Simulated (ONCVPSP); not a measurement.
**Nb: one change to an ONCV potential, before and after**

Nb, optimised norm-conserving Vanderbilt (ONCV), made with ONCVPSP 4.0.1 (PBE, scalar-relativistic). Core [Kr], reference 4d2 (charge +3). Waves: s scattering state at 0.15 Ha: rc 2.70 bohr, ncon 3, nbas 7, qcut 2.5 1/bohr, 2 projectors, debl 2.5 Ha; p scattering state at 0.27 Ha: rc 2.40 bohr, ncon 3, nbas 6, qcut 3.2 1/bohr, 2 projectors, debl 3.4 Ha; 4d: rc 2.70 bohr, ncon 4, nbas 8, qcut 5.8 1/bohr, 1 projector. Local part: polynomial inside 1.65 bohr (lpopt 5, dvloc0 4 Ha). Core correction: Teter function, fcfact 4.75, rcfact 1.65.

In the s channel the program set the typed energies aside and used 0.050, 2.550 Ha. In the p channel the program set the typed energies aside and used 0.050, 3.450 Ha.

All-electron outer shells of the reference configuration (PBE, scalar-relativistic, ld1.x):

```json
{"shell": "4d", "level (eV)": "-30.60", "outermost node (bohr)": "0.55", "outermost maximum (bohr)": "1.40"}
```

Change: s: rc 2.34.

Cutoffs: the cutoffs (Ha) at which the residual kinetic energy of the hardest occupied pseudo-wave falls to 1 and 0.1 mHa per electron; they do not see the model core or the augmentation charge, which bear on the density cutoff. Errors are all-electron minus pseudo energies relative to the spin-unpolarised reference configuration.

What does the change do?

The potential gets neither clearly harder nor softer (12 Ha and 14 Ha → 12 Ha and 14 Ha); of the 4 tests that both files solve, the error grows in 1 and shrinks in 0 by more than 15 % and 0.3 meV (median size 224.4 → 224.5 meV); neither file shows a bound ghost.

| quantity | base | changed |
| --- | --- | --- |
| cutoff, loose | 12 Ha | 12 Ha |
| cutoff, tight | 14 Ha | 14 Ha |
| bound ghosts | none | none |
| GHOST(+) flags under 300 eV | s at 48.6 eV, p at 102.9 eV | s at 46.5 eV, p at 102.9 eV |
| error for 4d4 5s1, meV [ΔE -45.40 eV] | -384 | -403 |
| error for 4d4, meV [ΔE -38.76 eV] | -365 | -365 |
| error for 4d3, meV [ΔE -24.72 eV] | -84 | -84 |
| error for 4d3 5s1 5p1, meV [ΔE -42.61 eV] | -60 | -84 |
| p: phases at 2.43 bohr within 0.05 rad from the reference energy up to (Ha; the scan ends near 5) | 3.6 | 3.6 |
| d: phases at 2.74 bohr within 0.05 rad from the reference energy up to (Ha; the scan ends near 5) | -0.3 | -0.3 |
| rms error of d²Exc/dni dnj with the model core, mHa | 23.27 | 23.27 |
